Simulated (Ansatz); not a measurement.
`C#C[Si](F)(F)[GaH2]`. Charge 0, multiplicity 1.

```xyz
9

C    -0.082   -2.006   -1.580
C     0.316   -1.290   -0.693
Si    0.740   -0.073    0.591
F     2.233    0.416    0.325
F     0.779   -0.835    1.990
Ga   -0.839    1.760    0.590
H    -0.419   -2.651   -2.359
H    -0.582    3.013   -0.315
H    -2.145    1.665    1.452
```

List the harmonic frequencies (cm⁻¹, unscaled) at PBE0-D4/def2-TZVP in Ansatz. (An estimate is asked.)

Ansatz gave: 38, 65, 128, 131, 190, 256, 302, 345, 420, 451, 566, 656, 737, 748, 749, 875, 929, 1974, 1982, 2158, 3461.

Is this a minimum?

Yes, all 21 modes are real.

Give the ideal-gas thermochemistry at 298.15 K and 1 bar (rigid rotor, harmonic oscillator; point group Cs, symmetry number 1).

Zero-point energy 102.7 kJ/mol; H(298) − E = 128.6 kJ/mol; entropy 401.9 J/(mol·K), of which translation 172.4, rotation 122.0, vibration 107.4; G(298) − E = 8.8 kJ/mol. Modes under 100 cm⁻¹ are hindered rotations or soft bends, so the harmonic entropy is rough.

And at 400, 500, 600, 800 and 1000 K?


```json
{"T (K)": "400", "H − E (kJ/mol)": "142.6", "S (J/mol/K)": "441.9", "G − E (kJ/mol)": "-34.2"}
{"T (K)": "500", "H − E (kJ/mol)": "157.6", "S (J/mol/K)": "475.3", "G − E (kJ/mol)": "-80.1"}
{"T (K)": "600", "H − E (kJ/mol)": "173.5", "S (J/mol/K)": "504.3", "G − E (kJ/mol)": "-129.1"}
{"T (K)": "800", "H − E (kJ/mol)": "207.3", "S (J/mol/K)": "552.9", "G − E (kJ/mol)": "-235.0"}
{"T (K)": "1000", "H − E (kJ/mol)": "243.0", "S (J/mol/K)": "592.7", "G − E (kJ/mol)": "-349.7"}
```
